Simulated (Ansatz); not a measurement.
Mo6⁻. The state is a doublet with charge -1. Geometry PBE-D4/def2-SVPD.

```xyz
6

Mo    0.9910   -0.0426    1.3879
Mo   -0.4378   -1.0879   -1.6221
Mo   -1.5350    0.3401    0.2166
Mo   -0.4499    2.1699    0.5309
Mo    0.3407   -1.9704    0.2781
Mo    1.0911    0.5909   -0.7915
```

In the def2 sets Mo takes a core potential; there is no spin–orbit coupling. LC-ωPBE has ω = 0.4 bohr⁻¹. At PBE-D4/def2-TZVPD, r2SCAN-D4/def2-TZVPD, PBE0-D4/def2-TZVPD, BHLYP-D4/def2-TZVPD and others the charge -1 doublet is spin-contaminated (final ⟨S²⟩ up to 7.14, 0.75 for a pure state). At PBE-D4/def2-TZVPD, r2SCAN-D4/def2-TZVPD the highest occupied level of the charge -1 doublet lies above zero (up to 0.22 eV). It is a level of α spin, whose loss leaves a singlet; that state wasn't run at this geometry and level. The electron is either unbound and held by the finite basis, or the level is raised by self-interaction error. No other spin state of charge -1 was run. The geometry of the doublet was relaxed on an unsound state (⟨S²⟩ 1.53, where a pure state has 0.75). Another isomer (doublet) lies 0.31 eV lower at PBE0-D4/def2-TZVPD; other spin states weren't run for this one.

**Question.** Estimate the α-spin orbital energies around the gap (eV) in Ansatz with PBE-D4/def2-TZVPD, r2SCAN-D4/def2-TZVPD, PBE0-D4/def2-TZVPD, BHLYP-D4/def2-TZVPD, LC-ωPBE/def2-TZVPD.

**Answer.** 
```json
{"orbital": "HOMO−5", "PBE-D4/def2-TZVPD": "-0.93", "r2SCAN-D4/def2-TZVPD": "-1.11", "PBE0-D4/def2-TZVPD": "-1.83", "BHLYP-D4/def2-TZVPD": "-2.79", "LC-ωPBE/def2-TZVPD": "-4.15"}
{"orbital": "HOMO−4", "PBE-D4/def2-TZVPD": "-0.79", "r2SCAN-D4/def2-TZVPD": "-1.05", "PBE0-D4/def2-TZVPD": "-1.68", "BHLYP-D4/def2-TZVPD": "-2.64", "LC-ωPBE/def2-TZVPD": "-3.92"}
{"orbital": "HOMO−3", "PBE-D4/def2-TZVPD": "-0.51", "r2SCAN-D4/def2-TZVPD": "-0.76", "PBE0-D4/def2-TZVPD": "-1.29", "BHLYP-D4/def2-TZVPD": "-1.71", "LC-ωPBE/def2-TZVPD": "-2.98"}
{"orbital": "HOMO−2", "PBE-D4/def2-TZVPD": "-0.20", "r2SCAN-D4/def2-TZVPD": "-0.41", "PBE0-D4/def2-TZVPD": "-0.81", "BHLYP-D4/def2-TZVPD": "-1.34", "LC-ωPBE/def2-TZVPD": "-2.62"}
{"orbital": "HOMO−1", "PBE-D4/def2-TZVPD": "0.13", "r2SCAN-D4/def2-TZVPD": "-0.17", "PBE0-D4/def2-TZVPD": "-0.64", "BHLYP-D4/def2-TZVPD": "-1.07", "LC-ωPBE/def2-TZVPD": "-2.36"}
{"orbital": "HOMO", "PBE-D4/def2-TZVPD": "0.22", "r2SCAN-D4/def2-TZVPD": "0.06", "PBE0-D4/def2-TZVPD": "-0.26", "BHLYP-D4/def2-TZVPD": "-0.73", "LC-ωPBE/def2-TZVPD": "-1.84"}
{"orbital": "LUMO", "PBE-D4/def2-TZVPD": "0.48", "r2SCAN-D4/def2-TZVPD": "0.55", "PBE0-D4/def2-TZVPD": "1.19", "BHLYP-D4/def2-TZVPD": "2.01", "LC-ωPBE/def2-TZVPD": "2.88"}
{"orbital": "LUMO+1", "PBE-D4/def2-TZVPD": "0.51", "r2SCAN-D4/def2-TZVPD": "0.59", "PBE0-D4/def2-TZVPD": "1.24", "BHLYP-D4/def2-TZVPD": "2.07", "LC-ωPBE/def2-TZVPD": "2.98"}
{"orbital": "LUMO+2", "PBE-D4/def2-TZVPD": "0.83", "r2SCAN-D4/def2-TZVPD": "0.98", "PBE0-D4/def2-TZVPD": "1.62", "BHLYP-D4/def2-TZVPD": "2.42", "LC-ωPBE/def2-TZVPD": "3.17"}
{"orbital": "LUMO+3", "PBE-D4/def2-TZVPD": "0.94", "r2SCAN-D4/def2-TZVPD": "1.12", "PBE0-D4/def2-TZVPD": "1.71", "BHLYP-D4/def2-TZVPD": "2.47", "LC-ωPBE/def2-TZVPD": "3.34"}
{"orbital": "LUMO+4", "PBE-D4/def2-TZVPD": "1.00", "r2SCAN-D4/def2-TZVPD": "1.15", "PBE0-D4/def2-TZVPD": "1.75", "BHLYP-D4/def2-TZVPD": "2.66", "LC-ωPBE/def2-TZVPD": "3.47"}
{"orbital": "LUMO+5", "PBE-D4/def2-TZVPD": "1.13", "r2SCAN-D4/def2-TZVPD": "1.28", "PBE0-D4/def2-TZVPD": "1.99", "BHLYP-D4/def2-TZVPD": "2.70", "LC-ωPBE/def2-TZVPD": "3.72"}
{"orbital": "β HOMO", "PBE-D4/def2-TZVPD": "0.15", "r2SCAN-D4/def2-TZVPD": "-0.13", "PBE0-D4/def2-TZVPD": "-0.59", "BHLYP-D4/def2-TZVPD": "-1.03", "LC-ωPBE/def2-TZVPD": "-2.42"}
{"orbital": "β LUMO", "PBE-D4/def2-TZVPD": "0.49", "r2SCAN-D4/def2-TZVPD": "0.49", "PBE0-D4/def2-TZVPD": "1.02", "BHLYP-D4/def2-TZVPD": "1.60", "LC-ωPBE/def2-TZVPD": "2.67"}
```
